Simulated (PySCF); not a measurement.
# Radial density of P (phosphorus, neutral)

LC-wPBE, [Ne] 3s2 3p2 4s1, high-spin 4P determinant (an excited configuration). Computed with PySCF 2.14 in aug-cc-pCVTZ-DK, with the spin-free X2C one-electron Hamiltonian (Gaussian nucleus).

```tsv
r (bohr)	4πr²ρ (e/bohr)	4πr²(ρα − ρβ)
0.00136	0.05990	0.0000
0.00229	0.1569	0.0000
0.00386	0.4070	0.0001
0.00649	1.030	0.0003
0.0109	2.487	0.0007
0.0184	5.518	0.0016
0.0309	10.60	0.0038
0.0519	15.96	0.0098
0.0873	16.37	0.0316
0.147	11.54	0.1031
0.247	12.86	0.2173
0.416	15.60	0.1485
0.699	6.759	0.0060
1.18	2.278	0.6653
1.98	2.068	1.0229
3.33	0.5069	0.3709
5.60	0.2723	0.2706
9.41	0.009483	0.0095
```

Densities and radii are taken from the X2C orbitals without a picture-change correction, which distorts them close to the nucleus.

The outer electron is Rydberg-like, and this basis confines it to a smaller radius and binds it less than a complete one would.
